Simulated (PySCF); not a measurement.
## P¹²⁺: ionisation energy

P¹²⁺ [He] 2s1 (2S) → P¹³⁺ 1s2 (1S), as a difference of total energies. Computed with PySCF 2.14 in an uncontracted even-tempered set (19 s from 1.6 bohr⁻², ratio 2.2; 9 p from 2.5 bohr⁻², ratio 2.4; 6 d from 7.5 bohr⁻², ratio 2.4; 5 f from 11 bohr⁻², ratio 2.4; 5 g from 17 bohr⁻², ratio 2.4), with the spin-free X2C one-electron Hamiltonian (Gaussian nucleus). Correlated levels: nothing frozen; virtual orbitals above 40 to 60 times the deepest correlated orbital energy dropped. The calculations carry no spin-orbit coupling.

```tsv
method	ionisation energy (eV)
UHF	611.71
LDA	610.68
PBE	613.04
PBE0	612.77
r2SCAN	611.21
BHandHLYP	613.10
BLYP	613.52
MP2 (all electrons)	611.86
SCS-MP2 (all electrons)	611.85
```

For comparison: 611.74 eV (theoretical estimate listed by NIST; NIST Atomic Spectra Database, ionization energies).
